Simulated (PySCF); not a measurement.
This PySCF input asks for the NMR shieldings of `[SiH3]O[C@@H]1CCOBO1`, C₃H₉BO₃Si; the geometry comes from GFN2-xTB.

```python
import basis_set_exchange as bse
import numpy as np
from pyscf import gto, dft
from pyscf.prop import nmr

atoms = """
Si    2.616025   -0.448810    0.385505
O     1.597360    0.644831   -0.284824
C     0.309584    0.315470   -0.625869
C    -0.691570    1.156991    0.172389
C    -2.104716    0.650730   -0.098593
O    -2.202686   -0.746103    0.102768
B    -1.110941   -1.521576   -0.023716
O     0.109660   -1.055339   -0.389561
H     2.909938   -1.558590   -0.517205
H     3.739653    0.463463    0.557445
H     2.113101   -0.956941    1.663811
H     0.180870    0.499394   -1.709102
H    -0.588725    2.206904   -0.097066
H    -0.447729    1.032095    1.229786
H    -2.823058    1.122837    0.579277
H    -2.398902    0.872325   -1.132508
H    -1.214863   -2.665651    0.177554
"""
names = dict.fromkeys(["Si", "O", "C", "B", "H"], "pcSseg-1")
basis = {el: gto.basis.parse(bse.get_basis(n, elements=[el], fmt="nwchem")) for el, n in names.items()}
mol = gto.M(atom=atoms, basis=basis, charge=0, verbose=0)
mf = dft.RKS(mol, xc="PBE0")
mf.grids.level = 2
mf.grids.alignment = dft.numint.BLKSIZE   # the property module wants whole blocks of grid points
mf.conv_tol = 1e-9
mf.kernel()

calc = nmr.RKS(mf)   # GIAO
C = mf.mo_coeff
Co = C[:, mf.mo_occ > 0]
resp = mf.gen_response(singlet=True, hermi=2)
def vind(x):   # induced exchange potential for any number of trial vectors
    d = np.einsum("pi,xij,qj->xpq", C, 2 * x.reshape(-1, C.shape[1], Co.shape[1]), Co, optimize=True)
    return np.einsum("xpq,pi,qj->xij", resp(d - d.transpose(0, 2, 1)), C, Co, optimize=True).ravel()
mo1, _ = nmr.rhf.solve_mo1(calc, with_cphf=vind)
sigma = calc.kernel(mo1)
for i, s in enumerate(sigma):   # ppm
    print("%2d %-2s %9.2f" % (i, mol.atom_pure_symbol(i), np.trace(s) / 3))
```

Task: Give the expected output.

Result: 
```
 0 Si    397.65
 1 O     272.38
 2 C      92.68
 3 C     146.79
 4 C     123.63
 5 O     205.01
 6 B      76.76
 7 O     162.41
 8 H      26.77
 9 H      27.10
10 H      26.92
11 H      26.00
12 H      29.65
13 H      29.99
14 H      27.44
15 H      27.45
16 H      27.70
```

These numbers come from an equivalent density-fitted implementation of the same equations, which agrees with the script to about 0.01 ppm for H and up to a few tenths of a ppm for heavy atoms, so last digits may differ.

Size and cost of the density-fitted run: 188 basis functions, 56 s wall time on 1 thread of an Arm Neoverse N1, shared host; peak memory 0.84 GiB.
